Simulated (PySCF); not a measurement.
H8NSi2, SMILES [SiH3][NH2+][SiH3], charge +1. Coordinates come from a PBE-D3(BJ)/def2-SVP optimisation. The isomer is the one that the SMILES or the coordinates give; other isomers of the formula were not compared.

Question: Give the equilibrium geometry at PBE-D3(BJ)/def2-SVP (PySCF confirms it by a frequency run) as bond lengths and angles, and its point group. (Estimate from the structure and the level; the computed values follow.)

Answer: point group C2.
Atoms: Si1 N2 Si3 H4 H5 H6 H7 H8 H9 H10 H11. Bonds (Å): Si1–N2 1.908, Si1–H4 1.491, Si1–H5 1.491, Si1–H6 1.491, N2–Si3 1.908, N2–H7 1.038, N2–H8 1.038, Si3–H9 1.491, Si3–H10 1.491, Si3–H11 1.491. Angles (°): N2–Si1–H4 104.2, N2–Si1–H5 103.0, N2–Si1–H6 103.0, H4–Si1–H5 114.9, H4–Si1–H6 114.9, H5–Si1–H6 114.6, Si1–N2–Si3 116.9, Si1–N2–H7 108.7, Si1–N2–H8 108.7, Si3–N2–H7 108.7, Si3–N2–H8 108.7, H7–N2–H8 104.4, N2–Si3–H9 103.0, N2–Si3–H10 103.0, N2–Si3–H11 104.2, H9–Si3–H10 114.6, H9–Si3–H11 114.9, H10–Si3–H11 114.9.
Charge +1, spin multiplicity 1.
